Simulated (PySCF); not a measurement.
**Working with the constants of NaI**

PBE0 constants of NaI, ¹Σ⁺ (singlet), closed shell (basis Na cc-pVTZ, I cc-pVTZ-PP with ECP28; scalar-relativistic core potentials; PySCF 2.14; masses 22.9898 and 126.9045 u):

```
ωe           : 257.2 cm⁻¹
ωexe         : 0.914 cm⁻¹
Be           : 0.11683 cm⁻¹
αe           : 0.000625 cm⁻¹
De to Na + I : 3.21 eV
```

Task: What force constant and bond length do these constants imply?

Result: Reduced mass μred = 19.464 u; k = 5.8918×10⁻⁷·μred·ωe² (u, cm⁻¹, mdyn/Å) = 0.759 mdyn/Å; Re = √(16.8576/(μred·Be)) (u, cm⁻¹, Å) = 2.723 Å.

Task: Estimate the centrifugal constant D from the Kratzer relation and find the Dunham coefficient a1.

Result: D = 4Be³/ωe² = 9.64e-08 cm⁻¹; a1 = −1 − αeωe/(6Be²) = -2.96.

These are scalar-relativistic numbers at best; spin–orbit coupling would shift them, the dissociation energy most.
